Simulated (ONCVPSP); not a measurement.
**Cs (Z = 55): ONCV pseudisation with revPBE, scalar-relativistic reference atom.**

- Element: Cs
- Generator: ONCVPSP 4.0.1
- Type: optimised norm-conserving Vanderbilt (ONCV)
- Functional: revPBE
- Relativity: scalar-relativistic
- Frozen core: [Kr] 4d10
- Valence charge: 9
- Reference configuration: 5s2 5p6 (charge +1)
- Partial waves: 5s: rc 1.95 bohr, ncon 4, nbas 7, qcut 3.4 1/bohr, 2 projectors, debl 2.1 Ha; 5p: rc 1.95 bohr, ncon 4, nbas 7, qcut 4.9 1/bohr, 2 projectors, debl 3.5 Ha; d scattering state at 0.2 Ha: rc 1.80 bohr, ncon 4, nbas 7, qcut 5.9 1/bohr, 2 projectors, debl 2.5 Ha
- Local potential: polynomial inside 1.80 bohr (lpopt 5, dvloc0 4 Ha)
- Core correction: Teter function, fcfact 4.75, rcfact 1.5

Results:

```json
{"Cutoffs needed": "27 Ha and 33 Ha (the cutoffs (Ha) at which the residual kinetic energy of the hardest occupied pseudo-wave falls to 1 and 0.1 mHa per electron)", "Ghost test": "no bound ghost flagged but for a GHOST(-) flag that falls on a real empty level of the atom; GHOST(+) flagged for s at 127.8 eV", "Configuration tests": "1 of 4 tests not solved or not reliable", "rms error of d²Exc/dni dnj": "3.98 mHa without and 3.70 mHa with the model core"}
```

Generation and tests took about 3.5 s on one core of a shared server CPU.
